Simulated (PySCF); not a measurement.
**tetrachlorosilane: adiabatic energies of losing or gaining an electron at several levels**

Structure: `Cl[Si](Cl)(Cl)Cl` (Cl4Si).

All levels share the PBE0-D3(BJ)/ma-def2-SVP structures and the PBE0-D3(BJ)/ma-def2-SVP thermal terms; only the single-point energies (PySCF) change. Values are adiabatic energies of losing or gaining an electron (0 K, eV).

adiabatic ionisation energy: the gap is larger than usual, and may come from another state, site, conformer or species, from an onset or band maximum that doesn't mark the energy named, from the functional or basis, or from an outlying measurement.

Measured (NIST Chemistry WebBook): adiabatic ionisation energy 11.79 eV.

```
                   level  ionisation energy to the radical cation  time
PBE0-D3(BJ)/ma-def2-TZVP                                    11.22     –
  PBE0-D3(BJ)/def2-SV(P)                                    11.28  40 s
     PBE0-D3(BJ)/cc-pVDZ                                    11.32  46 s
   PBE0-D3(BJ)/6-311+G**                                    11.48  80 s
     PBE0-D3(BJ)/pcseg-1                                    11.55  44 s
```

Times are wall times for all single points of a level on 1 thread of Arm Neoverse N1, a shared host; the dash marks the run that also made the structures.

The spread: 0.32 eV, from 11.22 to 11.55.

Note: spin-orbit coupling is left out of the energies, which matters for open shells on the heavier atoms; Cl1 and Cl3 are equivalent in the parent, but the relaxed radical cation is symmetry-broken (Td to C2v), as a Jahn-Teller-type distortion or an artefact of the method; its spin populations, distances and adiabatic value belong to that structure.

Differences come from unrounded values, so a last digit can differ from that of the printed terms.
